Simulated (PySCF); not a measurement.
**Energy of Se+ (selenium, charge +1) between two integer charges**

The 4p alpha orbital of [Ar] 3d10 4s2 4p3 is emptied in steps (occupation f), with all orbitals relaxed, ending at [Ar] 3d10 4s2 4p2. Calculation: PySCF 2.14, in def2-SVP; the non-relativistic Hamiltonian (point nucleus). The exact energy is a straight line in f; departures are measured from the line between the end points of the same method.

Task: Among UHF, LDA, PBE, PBE0, r2SCAN, LC-wPBE, BHandHLYP, wB97X, r2SCAN0, HSE06, which shows the largest delocalisation error (convex curve), and which is closest to linear?

Result: Most convex: LDA (-1.257 eV at f = 0.5); closest to linear: UHF (0.141 eV).

```
  f  UHF (eV)  LDA (eV)  PBE (eV)  PBE0 (eV)  r2SCAN (eV)  LC-wPBE (eV)  BHandHLYP (eV)  wB97X (eV)  r2SCAN0 (eV)  HSE06 (eV)
  1     0.000     0.000     0.000      0.000        0.000         0.000           0.000       0.000         0.000       0.000
0.9     0.052    -0.450    -0.439     -0.317       -0.414        -0.065          -0.202      -0.089        -0.300      -0.354
0.7     0.120    -1.053    -1.026     -0.739       -0.960        -0.149          -0.472      -0.206        -0.695      -0.827
0.5     0.141    -1.257    -1.221     -0.878       -1.134        -0.174          -0.562      -0.245        -0.819      -0.983
0.3     0.117    -1.058    -1.025     -0.735       -0.942        -0.143          -0.471      -0.207        -0.680      -0.825
0.1     0.050    -0.454    -0.438     -0.313       -0.400        -0.059          -0.202      -0.090        -0.288      -0.353
  0     0.000     0.000     0.000      0.000        0.000         0.000           0.000       0.000         0.000       0.000
```

```csv
method,E(f=0) − E(f=1) (eV),−ε at f=1 (eV),−ε at f=0.5 (eV)
UHF,20.878,21.460,20.870
LDA,21.526,16.533,21.512
PBE,21.357,16.479,21.360
PBE0,21.444,17.918,21.456
r2SCAN,21.624,17.018,21.679
LC-wPBE,21.504,20.783,21.520
BHandHLYP,21.268,19.019,21.271
wB97X,21.189,20.201,21.186
r2SCAN0,21.631,18.285,21.680
HSE06,21.421,17.484,21.425
```

Reference removal energy between the ground levels: 21.196 ± 0.01 eV (measured; NIST Atomic Spectra Database, ionization energies). The calculation has no spin-orbit coupling. UHF lacks correlation.
